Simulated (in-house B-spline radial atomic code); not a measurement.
RPA and G0W0 for B³⁺, 1s2, as one setting changes: the radius of a hard wall (bohr). Start: Hartree-Fock. A dash marks a level of low quasi-particle weight. Computed with a B-spline radial code for spherical atoms: all electrons, non-relativistic, point nucleus, each spin shell either full or empty, empty states to l = 9 with an (l + 1/2)⁻⁴ tail; G0W0 by contour deformation at full frequency.

Relativity, left out, deepens the 1s level by about Z⁴α²/8 hartree.

| radius of a hard wall (bohr) | mean-field level (eV) | G0W0 level (eV) | RPA correlation (Eh) |
| --- | --- | --- | --- |
| 2 | -259.64 | 1s -259.33 | -0.081392 |
| 2.5 | -259.65 | 1s -259.34 | -0.08139 |
| 3 | -259.65 | 1s -259.34 | -0.081388 |
| 3.5 | ? | ? | ? |
| 4 | -259.65 | 1s -259.34 | -0.081385 |
| 5 | -259.65 | 1s -259.34 | -0.081383 |
| 6 | ? | ? | ? |
| 8 | -259.65 | 1s -259.34 | -0.081382 |
| 12 | -259.65 | 1s -259.34 | -0.081381 |

(1) What belongs in the row for 6?

(2) What belongs in the row for 3.5?

Answers

(1) mean-field level (eV): -259.65; G0W0 level (eV): 1s -259.34; RPA correlation (Eh): -0.081382.

(2) mean-field level (eV): -259.65; G0W0 level (eV): 1s -259.34; RPA correlation (Eh): -0.081386.
